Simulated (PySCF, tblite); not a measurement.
Isomers of C6H10FO (doublet state), one GFN2-xTB conformer each. Single-point energies are computed at B3LYP/pcH-1 (PySCF, gas phase, no added dispersion term), electronic only. GFN2-xTB treats the open shell by occupation alone, and not every SCF solution was tested for stability.

**Question.** Rank them by B3LYP/pcH-1 energy, lowest first (kcal/mol).
A. `[CH2:1][CH2:2][C@@H:3]1[CH2:4][O:5][C@@H:6]1[CH2:7][F:8]` (doublet state) with H–C1–C2–C3 -38° and 147°, C1–C2–C3–C4 -80°, O5–C6–C7–F8 180°
B. `[F:1][C@@H:2]1[CH:3][CH2:4][CH2:5][CH2:6][O:7][CH2:8]1` (doublet state) with F1–C2–C3–C4 174°, C2–C3–C4–C5 7°, C3–C4–C5–C6 58°, C4–C5–C6–O7 -86°
C. `[CH2:1]=[CH:2][C@H:3]([F:4])[CH:5][O:6][CH2:7][CH3:8]` (doublet state) with C1–C2–C3–F4 156°, C2–C3–C5–O6 -145°, C3–C5–O6–C7 -155°, C5–O6–C7–C8 77°
D. `[H]/[C:1]=[CH:2]\[C@H:3]([F:4])[CH2:5][O:6][CH2:7][CH3:8]` (doublet state) with C1–C2–C3–F4 2°, C2–C3–C5–O6 -69°, C3–C5–O6–C7 180°, C5–O6–C7–C8 179°
E. `[CH2:1][C@@H:2]1[CH2:3][CH2:4][C@H:5]([F:6])[O:7][CH2:8]1` (doublet state) with H–C1–C2–C3 41° and -148°, C1–C2–C3–C4 -178°, C2–C3–C4–C5 54°, C3–C4–C5–F6 70°, C4–C5–O7–C8 55°

**Answer.** E (0.0), B (9.1), C (18.6), A (31.1), D (36.4).

GFN2-xTB itself gives, in the same order: 0.0, 3.8, 28.4, 28.2, 46.7. Both levels put the same isomer lowest; measured from each level's own lowest isomer, the values differ by up to 10.3 kcal/mol ([H]/[C]=C\[C@H](F)COCC: 46.7 against 36.4).

**Question.** What happens when harmonic zero-point energies from GFN2-xTB frequencies are added?

**Answer.** 
```csv
SMILES,ZPE (kcal/mol),electronic (kcal/mol),with ZPE (kcal/mol)
[CH2][C@@H]1CC[C@H](F)OC1,92.7,0.0,0.0
F[C@@H]1[CH]CCCOC1,92.8,9.1,9.2
C=C[C@H](F)[CH]OCC,90.2,18.6,16.1
[CH2]C[C@@H]1CO[C@@H]1CF,91.2,31.1,29.6
[H]/[C]=C\[C@H](F)COCC,90.1,36.4,33.8
```

The zero-point energies span 2.7 kcal/mol. The order is unchanged.
